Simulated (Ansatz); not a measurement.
Input file for Ansatz (an electronic-structure program): R-r2SCAN/def2-TZVPP on CH8GeSi (SMILES C[SiH2][GeH3]).

Ansatz 0.2 input:
```yaml
crystal:
  periodic: [false, false, false]
  atoms:
    - {symbol: C, position_ang: [-1.74123365, -0.08349125, -0.10250961]}
    - {symbol: Si, position_ang: [-0.17580209, -0.21480972, 0.93093117]}
    - {symbol: Ge, position_ang: [1.76006468, 0.24290595, -0.39175867]}
    - {symbol: H, position_ang: [-2.62517376, -0.29241880, 0.50293220]}
    - {symbol: H, position_ang: [-1.72035410, -0.79504026, -0.92968230]}
    - {symbol: H, position_ang: [-1.84591258, 0.91866568, -0.52164938]}
    - {symbol: H, position_ang: [-0.22163794, 0.74905701, 2.05940405]}
    - {symbol: H, position_ang: [-0.05055726, -1.57856351, 1.50458730]}
    - {symbol: H, position_ang: [1.69084087, 1.66035456, -0.99528832]}
    - {symbol: H, position_ang: [1.87346898, -0.75295360, -1.56375309]}
    - {symbol: H, position_ang: [3.05629686, 0.14629392, 0.43493942]}
basis:
  gaussian:
    orbitals: def2-TZVPP
hamiltonian:
  xc: {name: r2SCAN}
scf: {lower_state_search: off}
```

The head of its log:

```
WARN ansatz: RAYON_NUM_THREADS=1 ignored (pool sized by the plan → 1); use --threads N
Functional definition: r2SCAN
these checks for a lower state are left out or cut short: stability, starts, cluster_reference, orbital_swaps, neighbouring_geometries, increment
integrals: 0.16 GiB planned
1298 factors; their error is unknown
mean field: 1.07 GiB planned
mean field evaluation 1: about -65555.5196 eV, gradient 5.7e1 eV
mean field evaluation 2: about -65548.9541 eV, gradient 7.0e1 eV
```

Question: Predict the final total energy.

Answer: -2409.3761 hartree.
